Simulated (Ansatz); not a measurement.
Ideal-gas functions of ClGeH$_{3}$N, SMILES `[NH][GeH2][Cl]` radical at 400 K and 1 bar, from an Ansatz frequency run at PBE0-D4/def2-TZVP.

Molar mass 125.09 g/mol, point group Cs (symmetry number 1), electronic degeneracy 2, moments of inertia 37.94, 149.978, 181.283 u Å². Harmonic wavenumbers (cm⁻¹, unscaled): 179, 187, 416, 467, 646, 662, 739, 843, 901, 2176, 2180, 3461.

Use S(trans) = R[1.5 ln M + 2.5 ln T − 1.1517]; rotational temperatures θ = 24.2544 K / I; S(rot) = R[ln(√π/σ · √(T³/θAθBθC)) + 1.5]; for each mode x = 1.438777 ν̃/T, S = R[x/(eˣ − 1) − ln(1 − e⁻ˣ)] and H = RT x/(eˣ − 1); 1 cm⁻¹ = 0.0119627 kJ/mol; R = 8.31446 J/(mol·K).

Task: By hand: the entropy, in J/(mol·K).

Result: Translation 175.2. Rotation: θ = 0.6393, 0.1617, 0.1338 K, giving 109.8. Vibration, mode by mode: 12.12, 11.77, 5.70, 4.92, 2.95, 2.82, 2.27, 1.69, 1.43, 0.03, 0.03, 0.00, in all 45.7. Electronic 5.8. Sum 336.5 J/(mol·K).

Task: By hand: H − E and G − E in kJ/mol, counted from the electronic energy.

Result: Zero-point energy ½ × 12857 × 0.0119627 = 76.9; thermal vibration 10.7; translation, rotation and pV give 4 RT = 13.3. H − E = 100.9 kJ/mol, and G − E = 100.9 − 400 × 336.5/1000 = -33.7 kJ/mol.

Vibration gives 14 % of the entropy. The sum counts one conformer and one mirror image; others add a mixing term.
